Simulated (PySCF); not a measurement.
# UHF on Fe (iron, neutral)

Configuration: [Ar] 3d7 4s1, high-spin 5F determinant (an excited configuration). Calculation: PySCF 2.14, in def2-QZVPPD (11s6p5d4f2g, 100 functions); no relativity, point nucleus.

```
Total energy                                     : -1262.386763 hartree
One-electron energy                              : -1749.5145 hartree
Hartree (Coulomb) energy                         : 541.6769 hartree
Exchange energy                                  : -54.5492 hartree
Kinetic energy                                   : 1262.33962 hartree
⟨S²⟩                                             : 6.0050
⟨L²⟩                                             : 12.041
Sum of ⟨r⟩                                       : 20.80 bohr
Sum of ⟨r²⟩                                      : 35.40 bohr²
Density at the nucleus (Gaussians lack the cusp) : 11800 bohr⁻³
Spin density at the nucleus                      : 1.94 bohr⁻³
Langevin diamagnetic susceptibility              : -28.0 ×10⁻⁶ cm³/mol
```

```tsv
shell	electrons	mean orbital energy (hartree)	spread (hartree)	rms radius, mean of both spins (bohr)
1s α	1	-261.17722	0	0.0684
1s β	1	-261.17442	0	0.0684
2s α	1	-31.75657	0	0.292
2s β	1	-31.67103	0	0.292
2p α	3	-27.23768	0	0.262
2p β	3	-27.15480	0	0.262
3s α	1	-4.08559	0	0.886
3s β	1	-3.83065	0	0.886
3p α	3	-2.69846	0	0.950
3p β	3	-2.39546	0	0.950
3d α	5	-0.44654	0.04951	1.38
3d β	2	-0.32132	0	1.38
4s α	1	-0.22899	0	3.79
```

Spin-orbit constants ζ (cm⁻¹) from the X2C one-electron operator on these orbitals (non-relativistic here): bare nucleus, nucleus screened by l(l+1)(2l+1)/3 electrons, and screened by the Breit-Pauli mean field of the electrons.

```tsv
shell	bare	screened nucleus	mean field
2p	68010	62780	n/a
3p	7984	7370	n/a
3d	691.7	425.7	n/a
```

To first order the Landé constant is A = -106.4 cm⁻¹, so the lowest level has J = 5 and lies 0.0792 eV below the centre of the term. This holds in LS coupling only.
